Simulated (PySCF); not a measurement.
A side-by-side comparison of computed properties.

First species: C3H12N2SSi2.
Z-matrix (Å and degrees, GFN2-xTB geometry), rows numbered from 1:
```
C 
S   1  1.8152
Si  2  2.1713  1   98.60
N   3  1.7195  2  112.97  1   -60.06
C   4  1.4542  3  121.70  2  -117.33
C   5  1.5254  4  111.16  3   -29.00
Si  6  1.9086  5  108.14  4    42.89
N   7  1.7240  3  110.39  2  -117.01
H   1  1.0857  2  109.69  3   -50.46
H   1  1.0847  2  107.19  3  -169.92
H   1  1.0860  2  109.56  3    70.87
H   3  1.4712  2  102.08  1    53.52
H   4  1.0077  3  123.31  2    43.45
H   5  1.0967  4  108.32  3  -150.28
H   5  1.1003  4  110.54  3    92.33
H   6  1.0905  5  109.00  4   -74.85
H   6  1.0886  5  108.95  4   168.42
H   7  1.4766  3  119.79  2    21.88
H   8  1.0079  7  118.38  3  -153.25
H   8  1.0070  7  118.45  3    70.93
```

Second species: C₂F₆O₂S.
Cartesian coordinates in Å at the GFN2-xTB level; atoms count from 1:
```
atom  x, y, z in Å
O1     1.467   -1.175    1.333
S2     1.385   -0.298    0.239
O3     1.680   -0.670   -1.084
F4     2.273    0.999    0.591
C5    -0.251    0.616    0.261
F6    -0.101    1.790   -0.353
F7    -0.595    0.833    1.531
C8    -1.250   -0.294   -0.468
F9    -1.180   -0.111   -1.777
F10   -2.509   -0.124   -0.090
F11   -0.914   -1.564   -0.209
```

Levels: PBE0/pcSseg-1 for HOMO energy, LUMO energy and HOMO–LUMO gap. Geometries: GFN2-xTB. Each structure is a single optimised conformer of the isolated species, non-relativistic unless stated; the electronic structure was computed with PySCF and density fitting.

The conformers computed, where there is a choice (atom-mapped SMILES and torsion angles):
- `[O:1]=[S:2](=[O:3])([F:4])[C:5]([F:6])([F:7])[C:8]([F:9])([F:10])[F:11]`: O1–S2–C5–F6 153°, S2–C5–C8–F9 -84°

The conformers of `CS[Si@@H]1NCC[Si@H]1N` aren't listed.

Values for the first species:

```
HOMO energy   : -6.30 eV
LUMO energy   : -0.04 eV
HOMO–LUMO gap : 6.26 eV
```

Q: Estimate the same properties for the second species, and the change in each.

A: 
| property | first | second | second less first |
| --- | --- | --- | --- |
| HOMO energy | -6.30 eV | -10.55 eV | -4.25 eV |
| LUMO energy | -0.04 eV | -0.77 eV | -0.73 eV |
| HOMO–LUMO gap | 6.26 eV | 9.78 eV | +3.52 eV |

